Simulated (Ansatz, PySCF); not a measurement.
Reaction R1 → P1, each structure at its B3LYP-D3(BJ)/def2-TZVP stationary point, reached from a drawn start; harmonic modes at that level show minima.
R1, HOS (SMILES [O]S) (charge 0, multiplicity 2):
```xyz
3

S     -0.42691    -0.12812    -0.38586
O     -0.42211    -0.12668     1.11960
H      0.84902     0.25471    -0.73384
```
P1, HOS (SMILES O[S]) (charge 0, multiplicity 2, Z-matrix in Å and degrees):
```
O
H 1 0.9684
S 1 1.6399 2 108.98
```

P less R. No zero-point or thermal terms; open shells are unrestricted.

Frozen-core correlation throughout. CBS: X⁻³ extrapolation of the correlation energy, Hartree–Fock from the larger set.

Programs: Ansatz (Gaussian orbitals); PySCF for the D3/D4 terms. All values are computed, each at the level named.

The comparison value is 6.2 kJ/mol (MP2/CBS(aug-cc-pV(T+d)Z, aug-cc-pV(Q+d)Z) + ΔCCSD(T)/aug-cc-pV(T+d)Z). It is a level with limits of its own, not the exact answer.

Task: Order these levels by how close they come to the comparison value for the reaction energy, closest first: SVWN5/def2-TZVPPD, BHLYP/def2-TZVPPD, BLYP/def2-TZVPPD, PBE0-D4/def2-TZVPPD, B3LYP-D4/def2-TZVPPD. Give each level's value less the comparison value.

Result: BHLYP/def2-TZVPPD (-2.0 kJ/mol), B3LYP-D4/def2-TZVPPD (5.8 kJ/mol), PBE0-D4/def2-TZVPPD (7.1 kJ/mol), BLYP/def2-TZVPPD (11.0 kJ/mol), SVWN5/def2-TZVPPD (12.2 kJ/mol)

Ansatz is a quantum-chemistry and plane-wave program.
